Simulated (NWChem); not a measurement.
System: HSO₃ anion

The following NWChem deck was run.

```
start job
memory heap 200 mb stack 700 mb global 900 mb
charge -1
geometry units angstroms noautosym nocenter noautoz
  O      1.388240     0.280535     0.244003
  S      0.011606     0.183620    -0.402082
  O     -1.017255     1.007928     0.335458
  O     -0.403948    -1.504584     0.067778
  H      0.263780    -1.679806     0.749432
end
basis spherical
  * library def2-svp
end
dft
  xc b3lyp
  iterations 150
  mulliken
end
task dft energy
esp
  recalculate
  probe 0.07
  range 0.3
  factor 1.0
  spacing 0.02
end
task esp
```

Sets without diffuse functions describe the anion's extra electron poorly. Geometry: optimised at B3LYP/def2-SVPD.

Atomic charges in e: unrestrained fits to the electrostatic potential beside Mulliken populations; buried atoms are poorly determined by the fit.

Atoms are numbered as in the input.

Problem. What results follow from this input? (B3LYP/def2-SVP.) Quantities: ESP O1; Mulliken O1; ESP S2; Mulliken S2; ESP O3; Mulliken O3; ESP O4; Mulliken O4; relative RMS misfit of the potential (%).

Solution. 
| Property | Result |
|---|---|
| ESP O1 | -0.57 |
| Mulliken O1 | -0.67 |
| ESP S2 | 0.37 |
| Mulliken S2 | 0.71 |
| ESP O3 | -0.51 |
| Mulliken O3 | -0.64 |
| ESP O4 | -0.66 |
| Mulliken O4 | -0.51 |
| relative RMS misfit of the potential (%) | 5 |
